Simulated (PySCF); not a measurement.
# Correlation energy of Sn (tin, neutral)

[Kr] 4d10 5s1 5p2 5d1, one real determinant (an excited configuration). Computed with PySCF 2.14 in aug-cc-pwCVTZ-DK3, with the spin-free X2C one-electron Hamiltonian (Gaussian nucleus). Frozen: [Kr] 4d10; 4 electrons correlated.

```tsv
level	correlation energy (mhartree)
CCSD	-23.96
(T)	-1.98
CCSD(T)	-25.94
```

Diagnostics: T1 = 0.027, D1 = 0.0742, largest double amplitude 0.292.

Q: Is a single reference adequate?

A: Not fully. The real determinant used has ⟨L²⟩ near 8 against 12 for a pure F term, so it mixes terms. The outer electron is Rydberg-like, and this basis confines it to a smaller radius and binds it less than a complete one would. A double-excitation amplitude exceeds 0.15, a sign of near-degeneracy.

The reference is one real determinant that mixes LS terms of this configuration.
